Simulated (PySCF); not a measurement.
Species: C3H7NOSi.
Numbering: `[O:1]=[CH:2][CH2:3]/[CH:4]=[N:5]\[SiH3:6]` (hydrogens: H7 on C2; H8, H9 on C3; H10 on C4; H11, H12, H13 on Si6)

Theory: PBE0-D3(BJ)/def2-SVP geometry optimisation, gas phase (PySCF).

(1) List the bond lengths, angles and torsions at this level.

Answers

(1) 
| bond | length (pm) |
| --- | --- |
| O1=C2 | 119.8 |
| C2–C3 | 151.5 |
| C3–C4 | 151.3 |
| C4=N5 | 126.2 |
| N5–Si6 | 174.6 |
| C2–H7 | 112.2 |
| C3–H8, C3–H9 | 110.1 |
| C4–H10 | 110.8 |
| Si6–H11, Si6–H13 | 149.0 |
| Si6–H12 | 150.4 |

Bonds in one row agree within 1 pm and their mean is given. A selection of angles:
| angle | degrees |
| --- | --- |
| O1–C2–C3 | 124.6 |
| O1–C2–H7 | 121.4 |
| C3–C2–H7 | 114.0 |
| C2–C3–C4 | 110.0 |
| C2–C3–H8 | 108.3 |
| C4–C3–H8 | 111.3 |
| C4–C3–H9 | 109.8 |
| H8–C3–H9 | 109.9 |
| C3–C4–N5 | 127.6 |
| C3–C4–H10 | 113.9 |
| N5–C4–H10 | 118.4 |
| C4–N5–Si6 | 133.4 |
| N5–Si6–H11 | 107.0 |
| N5–Si6–H12 | 115.7 |
| H11–Si6–H12 | 108.3 |
| H11–Si6–H13 | 109.9 |

Dihedral angles: O1–C2–C3–C4 -119° (anticlinal); C2–C3–C4–N5 -88° (synclinal); C3–C4–N5–Si6 -2° (synperiplanar). The mirror-image conformer, all signs reversed, is as good.

N5 (C=N nitrogen) is bent (angle 133.4°). Si6 (SiH3 silicon) is distorted tetrahedral (angles from 107.0° to 115.7°). Of the pairs four or more bonds apart, Si6···H9 is among the closest relative to their van der Waals radii: 3.04 Å, 92 % of the sum of Bondi's values.

Point group: C1 (no symmetry element, even within 0.4 Å). Not checked by PBE0-D3(BJ)/def2-SVP frequencies. One conformer, not necessarily the lowest.
